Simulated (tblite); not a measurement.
Species: C₇H₇N₃.
Structure used (GFN2-xTB), in Å, numbered top down from 1:
```xyz
17
C7H7N3 angstrom
N      0.763    3.106    1.554
C      0.984    2.135    0.982
C      1.253    0.954    0.285
C      2.454    0.458   -0.214
C      2.103   -0.753   -0.808
N      0.805   -0.985   -0.688
N      0.297    0.039   -0.033
C     -1.087    0.122    0.273
C     -1.828   -1.148    0.579
C     -2.072   -0.435   -0.714
H      3.419    0.916   -0.150
H      2.733   -1.459   -1.312
H     -1.326    1.026    0.818
H     -2.586   -1.122    1.346
H     -1.256   -2.062    0.538
H     -3.001    0.095   -0.857
H     -1.662   -0.876   -1.608
```

Method: GFN2-xTB as coded in tblite; computed harmonic values from a numerical Hessian at the method's own geometry, unscaled. Errors from tens to a few hundred cm⁻¹ against measured bands are possible. One conformer, not necessarily the lowest.

Harmonic wavenumbers (cm⁻¹): 38.5, 109.6, 133.4, 167.9, 197.0, 381.7, 388.8, 486.6, 541.7, 580.4, 622.2, 641.0, 701.8, 798.7, 807.9, 848.1, 854.4, 908.0, 970.2, 980.5, 1042.7, 1061.3, 1069.2, 1076.1, 1078.6, 1092.3, 1149.4, 1183.3, 1240.9, 1319.7, 1346.1, 1370.6, 1403.7, 1409.2, 1445.3, 1472.2, 1515.6, 2368.3, 3062.2, 3098.2, 3099.6, 3112.1, 3128.8, 3178.7, 3192.1.

A = 1994, B = 1295, C = 836.6 MHz; mass 133.064 u (most abundant isotopes); point group Cs, symmetry number 1.

Task: What is the zero-point energy?

Result: Half the sum of the wavenumbers: 28337 cm⁻¹ = 81.02 kcal/mol.

Task: Give the ideal-gas entropy at 400 K and 1 bar in the rigid-rotor, harmonic-oscillator model (classical rotation).

Result: Translation 42.06, rotation 30.26, vibration 31.83: S = 104.2 cal/(mol K).

Task: And Cp and H(400 K) − H(0)?

Result: Cp = 43.88 cal/(mol K), of which vibrations give 35.93 (their classical limit is 45 R = 89.4); H(400 K) − H(0) = 9.96 kcal/mol without the zero-point energy, 6.78 from vibrations.

Task: How do the functions run with temperature in this model?

Result: 
```
 T (K)  S (cal/(mol K))  Cp (cal/(mol K))  H − H(0) (kcal/mol)  G − H(0) (kcal/mol)  ln q(vib)
   150             75.2              19.7                 2.07                -9.20       2.39
   250             87.3              28.9                 4.48               -17.33       4.38
298.15             92.8              33.8                 5.99               -21.67       5.36
   600            125.0              58.8                20.34               -54.65      11.82
   900            151.6              72.0                40.16               -96.28      18.19
```

q(vib) and H(0) count from the zero-point level.

Task: Blend soft modes into free rotors: weight 1/[1 + (100 cm⁻¹/ν̃)⁴] for the oscillator and the rest for a rotor with moment μB/(μ + B), μ = h/(8π²ν), B = 10⁻⁴⁴ kg m². What vibrational entropy results?

Result: 29.53 cal/(mol K) in place of 31.83, which changes −T·S at 400 K by +0.92 kcal/mol.

Task: Which modes carry the vibrational entropy at 400 K?

Result: 38.5 cm⁻¹: 5.92; 109.6 cm⁻¹: 3.85; 133.4 cm⁻¹: 3.47; 167.9 cm⁻¹: 3.02; 197.0 cm⁻¹: 2.71; 381.7 cm⁻¹: 1.51 cal/(mol K); the other 39 give 11.36 together.

Hindered rotation and anharmonicity are outside this model. Other conformers, if any are populated, would add a mixing term that is left out.
